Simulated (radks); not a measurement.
Kinetic energies: the exact non-interacting value of the Kohn-Sham orbitals and orbital-free approximations, as 100 (|E| - |E exact|)/|E exact|, negative where the magnitude is too small. Species: Mo [Kr] 4d5 5s1; Ge2+ [Ar] 3d10 4s2; Au [Xe] 4f14 5d10 6s1; Ag [Kr] 4d10 5s1; Sr+ [Kr] 5s1. Calculated with a radial shooting solver on a logarithmic mesh with Libxc functionals: non-relativistic Kohn-Sham, PBE, spin-polarised, spherical densities, point nucleus. Every spin shell is full or empty, so the densities are truly spherical. Functionals are evaluated on that one density, not self-consistently.

| functional | Mo | Ge2+ | Au | Ag | Sr+ |
|---|---|---|---|---|---|
| exact (hartree) | 3975.27 | 2074.48 | 17864.8 | 5197.38 | 3131.10 |
| Thomas-Fermi | -5.57 | -6.17 | -4.65 | -5.39 | -5.76 |
| von Weizsacker | -55.96 | -51.69 | -64.44 | -57.59 | -54.47 |
| TF + vW/5 | +3.24 | +3.49 | +2.47 | +3.10 | +3.35 |
| APBEK | +0.14 | +0.04 | +0.04 | +0.13 | +0.13 |
| revAPBEK | +0.34 | +0.27 | +0.17 | +0.32 | +0.34 |
| Perdew 92 | -0.67 | -0.80 | -0.69 | -0.66 | -0.69 |
| Pearson | -0.97 | -1.20 | -0.85 | -0.93 | -1.02 |
| DePristo-Kress | -0.06 | -0.14 | -0.21 | -0.08 | -0.06 |
| Ernzerhof | -0.37 | -0.44 | -0.48 | -0.39 | -0.37 |
